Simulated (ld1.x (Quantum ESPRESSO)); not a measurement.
Configuration tests for Ca (Z = 20) (TM)

```
Element                 : calcium
Generator               : ld1.x (Quantum ESPRESSO) 7.5
Type                    : norm-conserving Troullier–Martins (Kleinman–Bylander form)
Functional              : PBE
Relativity              : scalar-relativistic
Frozen core             : [Ne] 3s2
Valence charge          : 8
Reference configuration : 3p6 3d0 4s2 4p0
Partial waves           : 4s (bound): rc 3.55 bohr; 3p (bound): rc 1.55 bohr; 3d (bound, empty): rc 1.70 bohr
Local potential         : all-electron potential smoothed inside 1.60 bohr (lloc = -2)
Core correction         : none
```

Energies are relative to the spin-unpolarised reference configuration 3p6 3d0 4s2 4p0; without spin polarisation the order of configurations can differ from experiment. Not all tests gave a result: 1 of 7 tests not solved or not reliable. Left out of the table: 3p5 3d0 4s2 4p0 (solver errors, printed error -12.8 eV). The frozen-core shift is the all-electron ΔE with the core orbitals held at their reference shape minus the fully relaxed ΔE.

```json
{"valence configuration": "3p6 3d0 4s1 4p0", "charge": "+1", "ΔE all-electron (eV)": "6.309", "error AE − PS (meV)": "-1.4", "frozen-core shift (meV)": "+0.5"}
{"valence configuration": "3p6 3d0 4s0 4p0", "charge": "+2", "ΔE all-electron (eV)": "18.130", "error AE − PS (meV)": "+39", "frozen-core shift (meV)": "+4.8"}
{"valence configuration": "3p6 3d0 4s1.5 4p0", "charge": "+0.5", "ΔE all-electron (eV)": "2.504", "error AE − PS (meV)": "-0.9", "frozen-core shift (meV)": "+0.1"}
{"valence configuration": "3p6 3d0.5 4s1.5 4p0", "charge": "0", "ΔE all-electron (eV)": "1.053", "error AE − PS (meV)": "-15", "frozen-core shift (meV)": "+4.7"}
```

**Question.** What are ΔE and the potential's error for 3p6 3d0 4s0 4p1?

**Answer.** ΔE = 9.357 eV all-electron; the error (AE − PS) is +0.2 meV.

**Question.** What are ΔE and the potential's error for 3p6 3d0 4s1 4p1?

**Answer.** ΔE = 2.422 eV all-electron; the error (AE − PS) is -4.8 meV.

Levels in the configuration 3p6 3d0 4s1 4p0:

| level | all-electron (eV) | pseudo (eV) |
| --- | --- | --- |
| 3p | -34.881 | -34.866 |
| 4s | -8.965 | -8.961 |

ld1.x printed “convergence not achieved” for 3 of the counted tests; their residual had stalled under 1e-8, short of the target of 1e-14.

Note: ghost state, extra bound levels that the all-electron valence spectrum of the same l lacks: s at -12.8 eV. A true bound ghost makes a file unfit for plane-wave use.
